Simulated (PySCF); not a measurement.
Be(Et)(SiH3) (C₂H₈BeSi), SMILES [Be]([CH2]C)[SiH3].

The structure is a stationary point at PBE0-D3(BJ)/def2-SVP. The structure was generated by enumeration; whether it is a known compound was not checked. One conformer was computed; it need not be the lowest.

Computed with PySCF with C-PCM-PBE0/def2-SVP.

The values are the electrostatic part of the solvation free energy, E(continuum) − E(gas) at the gas-phase geometry, in a cavity of scaled van der Waals radii (PySCF's table); cavitation and dispersion terms are not included. A continuum can't describe solvent molecules that bind to the metal. In vacuum the orbital gap is 6.49 eV. The dipole moment in vacuum is 1.19 D.

Computed values in water (ε = 78.36), dichloromethane (ε = 8.93), 1-octanol (ε = 9.86):
```
solvent              ε  ΔG(elec) (kcal/mol)  dipole (D)  gap (eV)
---------------  -----  -------------------  ----------  --------
water            78.36                 -2.9        1.50      6.70
dichloromethane   8.93                 -2.5        1.47      6.67
1-octanol         9.86                 -2.6        1.47      6.68
```
